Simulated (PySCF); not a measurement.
Bi2O2(OH)2: from a saddle point downhill

PySCF 2.14.0, RKS PBE, Bi def2-SVP with ECP60, O def2-SVP, H def2-SVP; non-relativistic Hamiltonian with scalar-relativistic core potentials where named; density fitting; no spin-orbit coupling. Relaxed within the symmetry of its start, the geometry (C2v) is

```xyz
8

Bi   -0.1368    0.0000    1.6969
Bi   -0.1368    0.0000   -1.6969
O     1.1771    0.0000    0.0000
O    -1.5259    0.0000    0.0000
O     1.8053    0.0000    2.6915
H     2.4738    0.0000    1.9712
O     1.8053    0.0000   -2.6915
H     2.4738    0.0000   -1.9712
```

and its lowest harmonic modes are -214, -103, 86, 114, 122, 162 cm⁻¹ (negative: unstable). It was moved along the lowest mode and relaxed again, within the group Cs that the move left.

(1) Where does it end, and how much lower?

(2) How do the contacts change?

(3) Is the end a minimum?

State: singlet.

Results:

(1) In C2v, 1.801 eV lower, after 20 steps:
```xyz
8

Bi   -0.0690    0.4296    1.6232
Bi   -0.0690    0.4296   -1.6232
O     0.6218    1.6430    0.0000
O    -0.6104   -0.8581    0.0000
O     1.7559   -0.4567    2.2237
H     2.2753   -0.7033    1.4311
O     1.7559   -0.4567   -2.2237
H     2.2753   -0.7033   -1.4311
```

(2) 
| contact | saddle (Å) | end (Å) |
| --- | --- | --- |
| Bi1–O3 (O) | 2.146 | 2.141 |
| Bi1–O4 (O) | 2.193 | 2.142 |
| Bi1–O5 (OH) | 2.182 | 2.116 |
| Bi2–O7 (OH) | 2.182 | 2.116 |


(3) No, 1 of the modes stay unstable (below −25 cm⁻¹); lowest modes -147, 64, 98, 129, 161, 162 cm⁻¹.
